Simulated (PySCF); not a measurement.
Identify the unknown among the candidates.

All candidates are C7H7Cl.

* Rotational structure: rotational constants A, B, C: 2.911, 1.550, 1.018 GHz [GFN2-xTB]
* Dipole: 1.48 D [PBE0/pcSseg-1]
* NMR, other nuclei: isotropic shieldings of nuclei other than C and H, by class: 730 (1 Cl) ppm [GIAO PBE0/pcSseg-1]
* 1H NMR: chemical shifts (computed TMS as zero) by class: 7.62 (1 H), 7.53 (1 H), 7.45 (1 H), 7.40 (1 H), 2.48 (3 H) ppm [GIAO PBE0/pcSseg-1]
* 13C NMR: chemical shifts (computed TMS as zero) by class: 145.7 (1 C), 142.4 (1 C), 135.7 (1 C), 135.1 (1 C), 132.5 (1 C), 132.0 (1 C), 23.9 (1 C) ppm [GIAO PBE0/pcSseg-1]

Electronic properties: PySCF, gas phase, density fitting. Levels stand in brackets. Isolated species at its GFN2-xTB geometry, gas phase. Each NMR value is the plain mean over a class of atoms that symmetry, rotation or inversion makes alike.

**Question.** Which candidate is it?
A. `Cl[C@]12C=C[C@H](C=C1)C2`
B. `C=C1C(=C)C(Cl)=C1C`
C. `ClCC=C1C=CC=C1`
D. `Cc1ccccc1Cl`

**Answer.** D. It is `Cc1ccccc1Cl`. Numbering: `[CH3:1][c:2]1[cH:3][cH:4][cH:5][cH:6][c:7]1[Cl:8]`. Its formula, C7H7Cl, gives 4 degrees of unsaturation: 1 ring and 3 π bonds in the structure found (Kekulé form). 7 carbons fall into 7 classes; from least to most shielded: aromatic C–Cl carbon [C7] (145.7 ppm), substituted aromatic carbon [C2] (142.4 ppm), aromatic CH carbon [C3] (135.7 ppm), aromatic CH carbon [C6] (135.1 ppm), aromatic CH carbon [C5] (132.5 ppm), aromatic CH carbon [C4] (132.0 ppm), benzylic-type carbon [C1] (23.9 ppm). Hydrogen classes from least to most shielded: 1 H on an aromatic CH carbon, C6 (7.62 ppm), 1 H on an aromatic CH carbon, C3 (7.53 ppm), 1 H on an aromatic CH carbon, C5 (7.45 ppm), 1 H on an aromatic CH carbon, C4 (7.40 ppm), 3 H on a benzylic-type carbon, C1 (2.48 ppm). The other shieldings belong to: 730 ppm, aryl chlorine [Cl8]. The optimised geometry has point group Cs and is an asymmetric top.

The others, at the same levels:
- `C=C1C(=C)C(Cl)=C1C` fails: its computed 13C shifts are 163.6 (1 C), 156.4 (1 C), 153.7 (1 C), 153.4 (1 C), 96.6 (1 C), 96.0 (1 C), 11.7 (1 C) ppm, 1H shifts are 5.02 (1 H), 5.01 (1 H), 5.00 (1 H), 4.92 (1 H), 2.12 (3 H) ppm and rotational constant A is 2.369 GHz (against 2.911 GHz).
- `Cl[C@]12C=C[C@H](C=C1)C2` fails: it has 5 carbon classes against 7; its computed 13C shifts are 157.8 (2 C), 153.6 (2 C), 90.8 (1 C), 82.3 (1 C), 52.5 (1 C) ppm, 1H shifts are 7.17 (2 H), 7.08 (2 H), 3.41 (1 H), 2.51 (2 H) ppm and rotational constant A is 3.663 GHz (against 2.911 GHz).
- `ClCC=C1C=CC=C1` fails: its computed 13C shifts are 153.5 (1 C), 144.9 (1 C), 142.2 (1 C), 140.4 (1 C), 132.6 (1 C), 123.1 (1 C), 48.8 (1 C) ppm, 1H shifts are 6.78 (1 H), 6.72 (1 H), 6.55 (1 H), 6.55 (1 H), 6.30 (1 H), 4.54 (2 H) ppm and rotational constant A is 5.434 GHz (against 2.911 GHz).

Each candidate is one conformer, not necessarily the lowest. The conformers computed, where there is a choice (atom-mapped SMILES and torsion angles):
- `[Cl:1][CH2:2][CH:3]=[C:4]1[CH:5]=[CH:6][CH:7]=[CH:8]1`: Cl1–C2–C3–C4 117°

The conformers of `Cl[C@]12C=C[C@H](C=C1)C2` aren't listed.
